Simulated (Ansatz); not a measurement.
CH2S (SMILES C=S): geometry of the low-spin state from B3LYP-D3(BJ)/def2-TZVP.
(charge 0, multiplicity 1):
| atom | x (Å) | y (Å) | z (Å) |
|---|---|---|---|
| C | -0.9886 | 0.1318 | 0.2229 |
| S | 0.5645 | -0.0753 | -0.1273 |
| H | -1.5608 | 0.9787 | -0.1523 |
| H | -1.5402 | -0.5652 | 0.8517 |
The high-spin state stands at its own minimum; R- takes a restricted low-spin state.

Codes used: Ansatz (Gaussian orbitals). Each number belongs to the level named beside it.

The gap E(multiplicity 1) − E(multiplicity 3) (kcal/mol) and the share of exact exchange:

```tsv
functional	exact exchange (%)	value
R-PBE/def2-TZVPP	0	-38.41
R-PBE0/def2-TZVPP	25	-35.96
R-B3LYP/def2-TZVPP	20	-38.00
R-BHLYP/def2-TZVPP	50	-34.37
R-r2SCAN/def2-TZVPP	0	-33.70
```

**Question.** Take the value as linear in the share of exact exchange along PBE and PBE0. Give the slope, say whether the sign turns, and set the other functionals against that line.

**Answer.** 
Slope: (-35.96 − (-38.41))/2.5 = 0.98 kcal/mol for each 10 %. The line keeps its sign from 0 to 100 %. At 50 % it gives -33.5 kcal/mol. From B3LYP to BHLYP the slope is (-34.37 − (-38.00))/3 = 1.21 for each 10 %. BHLYP, at 50 %, lies -0.9 from the PBE line. B3LYP, at 20 %, lies -1.6 from the PBE line. r2SCAN, with none, stands 4.7 from PBE.

Ansatz is an electronic-structure program.
